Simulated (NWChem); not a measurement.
System: Si₂NH₅OF₂; SMILES N[SiH2]O[SiH](F)F

Output (shortened):

```
             Northwest Computational Chemistry Package (NWChem) 7.3.0
             --------------------------------------------------------

 C1  symmetry detected

                             Geometry "geometry" -> ""
                             -------------------------

 Output coordinates in angstroms (scale by  1.889725989 to convert to a.u.)

  No.       Tag          Charge          X              Y              Z
 ---- ---------------- ---------- -------------- -------------- --------------
    1 Si                  14.0000     0.22148551     1.32889153     0.32478709
    2 F                    9.0000    -1.37998982     1.29374261     0.52004862
    3 F                    9.0000     0.47169169     1.92894088    -1.14723031
    4 O                    8.0000     0.80822136    -0.17792126     0.42213225
    5 Si                  14.0000     0.30863173    -1.78472693     0.30946488
    6 N                    7.0000    -0.78244393    -2.10759113    -0.96876588
    7 H                    1.0000     0.82265670     2.22850665     1.31875097
    8 H                    1.0000    -0.37318826    -2.11542532     1.58874744
    9 H                    1.0000     1.55530194    -2.55978305     0.09241533
   10 H                    1.0000    -0.47767983    -2.13917963    -1.93472381
   11 H                    1.0000    -1.76271203    -1.86006635    -0.89577911

 Effective nuclear repulsion energy (a.u.)     403.0581111384

                                 NWChem DFT Module
                                 -----------------

 Summary of "ao basis" -> "ao basis" (spherical)
 ------------------------------------------------------------------------------
       Tag                 Description            Shells   Functions and Types
 ---------------- ------------------------------  ------  ---------------------
 Si                          3-21g                   7       13   4s3p
 F                           3-21g                   5        9   3s2p
 O                           3-21g                   5        9   3s2p
 N                           3-21g                   5        9   3s2p
 H                           3-21g                   2        2   2s

            General Information
            -------------------
          SCF calculation type: DFT
          Wavefunction type:  closed shell.
          No. of atoms     :    11
          No. of electrons :    66
           Alpha electrons :    33
            Beta electrons :    33
          Charge           :     0
          Spin multiplicity:     1
          Use of symmetry is: off; symmetry adaption is: off
          Maximum number of iterations: 150
          AO basis - number of functions:    72
                     number of shells:    44
          Convergence on energy requested:  1.00D-06
          Convergence on density requested:  1.00D-05
          Convergence on gradient requested:  5.00D-04

              XC Information
              --------------
                         B3LYP Method XC Potential
                     Hartree-Fock (Exact) Exchange  0.200
                        Slater Exchange Functional  0.800 local
                    Becke 1988 Exchange Functional  0.720 non-local
              Lee-Yang-Parr Correlation Functional  0.810
                  VWN I RPA Correlation Functional  0.190 local

             Grid Information
             ----------------
          Grid used for XC integration:  medium
          Radial quadrature: Mura-Knowles
          Angular quadrature: Lebedev.
          Tag              B.-S. Rad. Rad. Pts. Rad. Cut. Ang. Pts.
          ---              ---------- --------- --------- ---------
          Si                  1.10       88          10.0       590
          F                   0.50       49          12.0       434
          O                   0.60       49           8.0       434
          N                   0.65       49          12.0       434
          H                   0.35       45          12.0       434
          Grid pruning is: on
          Number of quadrature shells:   597
          Spatial weights used:  Erf1

      Superposition of Atomic Density Guess
      -------------------------------------

 Sum of atomic energies:        -903.24419499

      Non-variational initial energy
      ------------------------------

 Total energy =    -904.840450
 1-e energy   =   -2056.907893
 2-e energy   =     749.009333
 HOMO         =      -0.341970
 LUMO         =       0.082688

     ---------------------------------------------
      Total Density - Mulliken Population Analysis
     ---------------------------------------------

    Atom       Charge   Shell Charges
 -----------   ------   -------------------------------------------------------
    1 Si  14    12.03   2.00  1.97  5.85  0.60  0.92  0.33  0.36
    2 F    9     9.63   1.98  0.45  2.61  1.51  3.08
    3 F    9     9.62   1.98  0.45  2.61  1.51  3.07
    4 O    8     9.17   1.99  0.43  2.31  1.44  3.01
    5 Si  14    12.65   2.00  1.97  5.86  0.66  1.15  0.46  0.55
    6 N    7     8.25   1.99  0.40  1.96  1.29  2.62
    7 H    1     1.15   0.40  0.76
    8 H    1     1.16   0.41  0.75
    9 H    1     1.16   0.41  0.75
   10 H    1     0.59   0.36  0.23
   11 H    1     0.59   0.36  0.23

   convergence    iter        energy       DeltaE   RMS-Dens  Diis-err
 ---------------- ----- ----------------- --------- --------- ---------
 d= 0,ls=0.0,diis     1   -906.8834628548 -1.31D+03  2.41D-02  1.23D+00
 d= 0,ls=0.0,diis     2   -906.8761157745  7.35D-03  1.13D-02  1.74D+00
 d= 0,ls=0.0,diis     3   -907.0204407003 -1.44D-01  1.97D-03  2.87D-02
 d= 0,ls=0.0,diis     4   -907.0217754985 -1.33D-03  9.05D-04  1.12D-02
 d= 0,ls=0.0,diis     5   -907.0227980621 -1.02D-03  1.49D-04  2.48D-04
  Resetting Diis
 d= 0,ls=0.0,diis     6   -907.0228225496 -2.45D-05  3.62D-05  8.63D-06
 d= 0,ls=0.0,diis     7   -907.0228232669 -7.17D-07  2.83D-05  2.41D-06
 d= 0,ls=0.0,diis     8   -907.0228229964  2.71D-07  1.71D-05  5.60D-06
 d= 0,ls=0.0,diis     9   -907.0228234744 -4.78D-07  1.03D-06  1.25D-08

         Total DFT energy =     -907.022823474447
      One electron energy =    -2059.534853476544
           Coulomb energy =      829.717236297764
    Exchange-Corr. energy =      -80.263317434096
 Nuclear repulsion energy =      403.058111138428

 Numeric. integr. density =       65.999981872910

                       DFT Final Molecular Orbital Analysis
                       ------------------------------------

 Vector   31  Occ=2.000000D+00  E=-3.394445D-01
              MO Center=  5.9D-01, -4.3D-01,  2.5D-01, r^2= 2.8D+00
   Bfn.  Coefficient  Atom+Function         Bfn.  Coefficient  Atom+Function
  ----- ------------  ---------------      ----- ------------  ---------------
    40      0.360193   4 O  pz               38      0.318523   4 O  px
    36      0.306616   4 O  pz               34      0.270511   4 O  px
    59      0.209578   6 N  s                68     -0.183962   9 H  s
    62      0.159741   6 N  pz               64     -0.141739   7 H  s
    60      0.127366   6 N  px               37      0.124598   4 O  s

 Vector   32  Occ=2.000000D+00  E=-3.146277D-01
              MO Center=  5.6D-01, -9.0D-01,  5.5D-01, r^2= 3.1D+00
   Bfn.  Coefficient  Atom+Function         Bfn.  Coefficient  Atom+Function
  ----- ------------  ---------------      ----- ------------  ---------------
    66      0.346106   8 H  s                40     -0.330072   4 O  pz
    38      0.301985   4 O  px               68     -0.283787   9 H  s
    36     -0.277381   4 O  pz               34      0.253462   4 O  px
    65      0.172846   8 H  s                47     -0.143762   5 Si px
    67     -0.141983   9 H  s                49      0.115459   5 Si pz

 Vector   33  Occ=2.000000D+00  E=-2.637049D-01
              MO Center= -6.0D-01, -2.0D+00, -7.7D-01, r^2= 1.7D+00
   Bfn.  Coefficient  Atom+Function         Bfn.  Coefficient  Atom+Function
  ----- ------------  ---------------      ----- ------------  ---------------
    61      0.558523   6 N  py               57      0.449532   6 N  py
    52      0.180593   5 Si py               39      0.136310   4 O  py
    37     -0.131461   4 O  s                38      0.114625   4 O  px
    40      0.098396   4 O  pz               68      0.094203   9 H  s
    34      0.092999   4 O  px               59     -0.088504   6 N  s

 Vector   34  Occ=0.000000D+00  E= 5.100386D-02
              MO Center=  7.4D-02, -2.5D-01,  7.3D-02, r^2= 5.0D+00
   Bfn.  Coefficient  Atom+Function         Bfn.  Coefficient  Atom+Function
  ----- ------------  ---------------      ----- ------------  ---------------
    10      0.762531   1 Si s                37     -0.691771   4 O  s
    52      0.589080   5 Si py               64     -0.486202   7 H  s
    59     -0.438650   6 N  s                50      0.323717   5 Si s
    61     -0.265597   6 N  py               19     -0.238361   2 F  s
    72      0.227387  11 H  s                70      0.208930  10 H  s

 Vector   35  Occ=0.000000D+00  E= 6.435874D-02
              MO Center=  1.8D-02, -1.5D+00, -1.3D-01, r^2= 5.5D+00
   Bfn.  Coefficient  Atom+Function         Bfn.  Coefficient  Atom+Function
  ----- ------------  ---------------      ----- ------------  ---------------
    59      1.147949   6 N  s                53      0.728888   5 Si pz
    51      0.516630   5 Si px               72     -0.371468  11 H  s
    37     -0.335571   4 O  s                52      0.319595   5 Si py
    70     -0.320897  10 H  s                66     -0.233207   8 H  s
    13     -0.182389   1 Si pz               28     -0.180517   3 F  s

 Vector   36  Occ=0.000000D+00  E= 8.482400D-02
              MO Center=  2.6D-01,  8.0D-01,  3.8D-01, r^2= 5.2D+00
   Bfn.  Coefficient  Atom+Function         Bfn.  Coefficient  Atom+Function
  ----- ------------  ---------------      ----- ------------  ---------------
    13      0.675379   1 Si pz               11     -0.609137   1 Si px
    28      0.441667   3 F  s                59      0.411367   6 N  s
    19     -0.374757   2 F  s                66      0.354373   8 H  s
    50     -0.288839   5 Si s                51      0.279969   5 Si px
    70     -0.259911  10 H  s                12     -0.255941   1 Si py

     ---------------------------------------------
      Total Density - Mulliken Population Analysis
     ---------------------------------------------

    Atom       Charge   Shell Charges
 -----------   ------   -------------------------------------------------------
    1 Si  14    12.63   2.00  1.96  5.85  0.75  1.39  0.19  0.48
    2 F    9     9.40   1.98  0.44  2.50  1.53  2.94
    3 F    9     9.38   1.98  0.44  2.50  1.53  2.93
    4 O    8     8.84   1.98  0.41  2.16  1.46  2.83
    5 Si  14    12.90   2.00  1.97  5.85  0.73  1.48  0.36  0.53
    6 N    7     7.92   1.98  0.37  1.90  1.29  2.38
    7 H    1     1.21   0.45  0.76
    8 H    1     1.17   0.45  0.72
    9 H    1     1.17   0.45  0.72
   10 H    1     0.69   0.45  0.24
   11 H    1     0.69   0.45  0.24

     -------------------------------------------
      Total Density - Lowdin Population Analysis
     -------------------------------------------

    Atom       Charge   Shell Charges
 -----------   ------   -------------------------------------------------------
    1 Si  14    13.01   2.00  1.94  5.78  0.61  1.41  0.41  0.87
    2 F    9     9.30   1.98  0.61  2.49  1.23  2.99
    3 F    9     9.30   1.98  0.61  2.49  1.23  2.98
    4 O    8     8.62   1.98  0.56  2.16  1.05  2.86
    5 Si  14    13.22   2.00  1.95  5.79  0.59  1.46  0.46  0.98
    6 N    7     7.57   1.98  0.48  1.85  0.81  2.45
    7 H    1     1.14   0.47  0.67
    8 H    1     1.12   0.47  0.66
    9 H    1     1.12   0.46  0.65
   10 H    1     0.80   0.44  0.36
   11 H    1     0.80   0.44  0.36

     Multipole analysis of the density
     ---------------------------------

     L   x y z        total         alpha         beta         nuclear
     -   - - -        -----         -----         ----         -------
     0   0 0 0     -0.000000    -33.000000    -33.000000     66.000000

     1   1 0 0     -0.156450     -0.078225     -0.078225     -0.000000
     1   0 1 0     -0.332308     -0.166154     -0.166154     -0.000000
     1   0 0 1     -0.085732     -0.042866     -0.042866     -0.000000

     2   2 0 0    -37.052871    -85.026347    -85.026347    132.999823
     2   1 1 0      1.490179     -2.584824     -2.584824      6.659826
     2   1 0 1      1.535187     -3.141609     -3.141609      7.818405
     2   0 2 0    -37.781606   -328.224623   -328.224623    618.667640
     2   0 1 1      3.288642     -4.224366     -4.224366     11.737373
     2   0 0 2    -34.923748    -78.008055    -78.008055    121.092362

            General Information
            -------------------
          SCF calculation type: DFT
          Wavefunction type:  closed shell.
          No. of atoms     :    11
          No. of electrons :    66
           Alpha electrons :    33
            Beta electrons :    33
          Charge           :     0
          Spin multiplicity:     1
          Use of symmetry is: off; symmetry adaption is: off
          Maximum number of iterations: 150
          AO basis - number of functions:    72
                     number of shells:    44
          Convergence on energy requested:  1.00D-06
          Convergence on density requested:  1.00D-05
          Convergence on gradient requested:  5.00D-04

              XC Information
              --------------
                         B3LYP Method XC Potential
                     Hartree-Fock (Exact) Exchange  0.200
                        Slater Exchange Functional  0.800 local
                    Becke 1988 Exchange Functional  0.720 non-local
              Lee-Yang-Parr Correlation Functional  0.810
                  VWN I RPA Correlation Functional  0.190 local

             Grid Information
             ----------------
          Grid used for XC integration:  medium
          Radial quadrature: Mura-Knowles
          Angular quadrature: Lebedev.
          Tag              B.-S. Rad. Rad. Pts. Rad. Cut. Ang. Pts.
          ---              ---------- --------- --------- ---------
          Si                  1.10       88          10.0       590
          F                   0.50       49          12.0       434
          O                   0.60       49           8.0       434
          N                   0.65       49          12.0       434
          H                   0.35       45          12.0       434
          Grid pruning is: on
          Number of quadrature shells:   597
          Spatial weights used:  Erf1

[...]

                         DFT ENERGY GRADIENTS

    atom               coordinates                        gradient
                 x          y          z           x          y          z
   1 Si      0.418547   2.511241   0.613759   -0.014569  -0.015940  -0.016208
   2 F      -2.607803   2.444819   0.982749    0.017564   0.003338  -0.000007
   3 F       0.891368   3.645170  -2.167951   -0.000757  -0.006834   0.018182
   4 O       1.527317  -0.336222   0.797714   -0.001355   0.007643  -0.001357
   5 Si      0.583229  -3.372645   0.584804   -0.013525   0.006752  -0.012404
   6 N      -1.478605  -3.982770  -1.830702    0.008820  -0.005084   0.010903
   7 H       1.554596   4.211267   2.492078   -0.001008   0.000215  -0.000733
   8 H      -0.705224  -3.997574   3.002297    0.001582   0.001403  -0.000379
   9 H       2.939094  -4.837289   0.174640    0.000162   0.001805   0.000085
  10 H      -0.902684  -4.042463  -3.656098   -0.001782   0.003815   0.003453
  11 H      -3.331043  -3.515016  -1.692777    0.004868   0.002886  -0.001534
```

Level: B3LYP/3-21G. The geometry was optimised at PBE0/def2-SVP. B3LYP is NWChem's, with the RPA form of VWN correlation.

Q: Write an input that gives this output.

A: One answer among several that fit: the input that was run:
```
start job
memory heap 200 mb stack 900 mb global 1100 mb
geometry units angstroms noautoz
  Si    -0.057731     1.164857    -0.526069
  F     -1.264657     1.172570     0.545078
  F     -0.756528     1.170965    -1.975601
  O      0.822410    -0.181602    -0.334706
  Si     0.723122    -1.722412     0.343641
  N     -0.764963    -2.525830     0.081565
  H      0.746745     2.385037    -0.375545
  H      0.904689    -1.560711     1.810505
  H      1.813619    -2.495995    -0.300094
  H     -1.009974    -2.912783    -0.822421
  H     -1.589920    -2.289507     0.621119
end
basis spherical
  Si library 3-21g
  F library 3-21g
  O library 3-21g
  N library 3-21g
  H library 3-21g
end
dft
  xc b3lyp
  iterations 150
  mulliken
end
task dft gradient
```
